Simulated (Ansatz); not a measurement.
Geometry optimisation, RKS r2SCAN-D4/cc-pVDZ (Ansatz).

Input:

```yaml
crystal:
  periodic: [false, false, false]
  atoms:
    - { symbol: B, position_ang: [0.0, 0.0, 0.0] }
    - { symbol: O, position_ang: [0.0, 0.0, 1.41] }
    - { symbol: H, position_ang: [-0.9095, -0.2814, 1.7471] }
    - { symbol: "N", position_ang: [1.3423, 0.0, -0.775] }
    - { symbol: H, position_ang: [1.8089, -0.9179, -1.0268] }
    - { symbol: H, position_ang: [1.7937, 0.9179, -1.0532] }
    - { symbol: O, position_ang: [-1.2211, 0.0, -0.705] }
    - { symbol: H, position_ang: [-1.7308, -0.8467, -0.4965] }
basis:
  gaussian: { orbitals: cc-pVDZ }
hamiltonian:
  xc: r2scan
  dispersion: d4
relax:
  f_tol: 0.02
  max_steps: 40
```

Command:

```bash
$ ansatz run input.yaml --threads 1 --pin off --max-ram 2048MiB --backend cpu --events-out ev --progress --plain --runs-dir out
```

Q: Where does it end, and by what steps?

A: The run converged. After 9 steps the energy has fallen by 1.547 eV; H5 moved furthest, 1.00 Å.

| step | energy less start (eV) | largest force component (eV/Å) | accepted |
| --- | --- | --- | --- |
| 0 | 0.0000 | 1.995 | yes |
| 1 | -0.3862 | 2.744 | yes |
| 2 | -0.5492 | 2.372 | yes |
| 3 | -0.8529 | 0.932 | yes |
| 4 | -1.1005 | 0.915 | yes |
| 5 | -1.3256 | 0.820 | yes |
| 6 | -1.4930 | 0.401 | yes |
| 7 | -1.5459 | 0.129 | yes |
| 8 | -1.5460 | 0.176 | yes |
| 9 | -1.5471 | 0.004 | yes |

```xyz
8
Properties=species:S:1:pos:R:3
B 0.048 -0.152 -0.066
O -0.043 0.267 1.253
H -0.919 0.130 1.631
N 1.282 0.015 -0.726
H 1.427 -0.274 -1.682
H 2.087 0.420 -0.271
O -0.996 -0.723 -0.780
H -1.802 -0.810 -0.259
```

Whether the end is a true minimum wasn't checked by a vibrational analysis.

Run time: 32 s on 1 thread of Arm Neoverse V2 (shared host), peak memory 0.15 GiB.
